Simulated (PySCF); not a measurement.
An unknown is described by computed data only.

Formula: C4H12N2Si3.

| Quantity | Value |
| --- | --- |
| Triplet | lowest triplet excitation (Tamm–Dancoff): 4.02 eV [TDA wB97X-D/def2-SVPD] |
| UV, strongest line | among the 10 lowest singlet transitions: S6 at 6.44 eV (192 nm, f = 0.198) [TDDFT wB97X-D/def2-SVPD] |
| 13C NMR | chemical shifts (computed TMS as zero) by class: 144.7 (1 C), 129.1 (1 C), 112.3 (1 C), 109.6 (1 C) ppm [GIAO PBE0/pcSseg-1] |
| XPS | Si2p3/2 106.9 (×2), Si2p3/2 107.5, C1s 289.6, C1s 290.1, C1s 290.5, C1s 290.8, N1s 404.1, N1s 405.3, Si1s 1846.7 (×2), Si1s 1847.3 eV [ΔSCF SCAN, pcX-2 on the ionised atom, pcseg-1 elsewhere, spin-free X2C, 2p3/2 from a spin–orbit splitting computed afterwards within the 2p shell] |
| NMR, other nuclei | isotropic shieldings of nuclei other than C and H, by class: 109 (1 N), 233 (1 N), 397 (1 Si), 399 (2 Si) ppm [GIAO PBE0/pcSseg-1] |
| UV, first state | lowest singlet excitation: 5.45 eV (227 nm, f = 0.043) [TDDFT wB97X-D/def2-SVPD] |
| Rotational structure | rotational constants A, B, C: 2.002, 0.526, 0.426 GHz [PBE0-D3(BJ)/def2-SVP] |
| 1H NMR | chemical shifts (computed TMS as zero) by class: 6.52 (1 H), 6.44 (1 H), 6.34 (1 H), 5.01 (3 H), 4.86 (6 H) ppm [GIAO PBE0/pcSseg-1] |
| Dipole | 1.53 D [wB97X-D/def2-SVPD] |
| Polarisability | 141.9 au [wB97X-D/def2-SVPD] |

Gas-phase values; electronic properties from PySCF, density fitting. Levels stand in brackets. Isolated species at its PBE0-D3(BJ)/def2-SVP geometry, gas phase. Each NMR value is the plain mean over a class of atoms that symmetry, rotation or inversion makes alike.

Question: What is the compound? Reason from the data.

Answer: Numbering: `[SiH3:1][N:2]([SiH3:3])[c:4]1[cH:5][cH:6][n:7]([SiH3:8])[cH:9]1`. Its formula, C4H12N2Si3, gives 3 degrees of unsaturation: 1 ring and 2 π bonds in the structure found (Kekulé form). 4 carbons fall into 4 classes; from least to most shielded: aromatic carbon bearing nitrogen [C4] (144.7 ppm), aromatic CH next to a ring nitrogen [C6] (129.1 ppm), aromatic CH next to a ring nitrogen [C9] (112.3 ppm), aromatic CH carbon [C5] (109.6 ppm). Hydrogen classes from least to most shielded: 1 H on an aromatic CH next to a ring nitrogen, C6 (6.52 ppm), 1 H on an aromatic CH next to a ring nitrogen, C9 (6.44 ppm), 1 H on an aromatic CH carbon, C5 (6.34 ppm), 3 H on an SiH3 silicon, Si8 (5.01 ppm), 6 H on 2 SiH3 silicons, Si1/Si3 (4.86 ppm). The other shieldings belong to: 109 ppm, pyrrole-type nitrogen [N7]; 233 ppm, nitrogen bridging silicon atoms [N2]; 397 ppm, SiH3 silicon [Si8]; 399 ppm, SiH3 silicon [Si1/Si3]. The core levels belong to: Si2p3/2 106.9 eV, SiH3 silicon [Si1/Si3]; Si2p3/2 107.5 eV, SiH3 silicon [Si8]; C1s 289.6 eV, aromatic CH carbon [C5]; C1s 290.1 eV, aromatic CH next to a ring nitrogen [C9]; C1s 290.5 eV, aromatic CH next to a ring nitrogen [C6]; C1s 290.8 eV, aromatic carbon bearing nitrogen [C4]; N1s 404.1 eV, nitrogen bridging silicon atoms [N2]; N1s 405.3 eV, pyrrole-type nitrogen [N7]; Si1s 1846.7 eV, SiH3 silicon [Si1/Si3]; Si1s 1847.3 eV, SiH3 silicon [Si8]. One atom of each topological class was ionised and stands for its class. The optimised geometry has point group C1 and is an asymmetric top. Structure: `[SiH3]N([SiH3])c1ccn([SiH3])c1`. The assignments are read from this structure; whether some other isomer fits the data as well wasn't checked.

The values belong to the conformer `[SiH3:1][N:2]([SiH3:3])[c:4]1[cH:5][cH:6][n:7]([SiH3:8])[cH:9]1`: Si1–N2–C4–C5 162°.
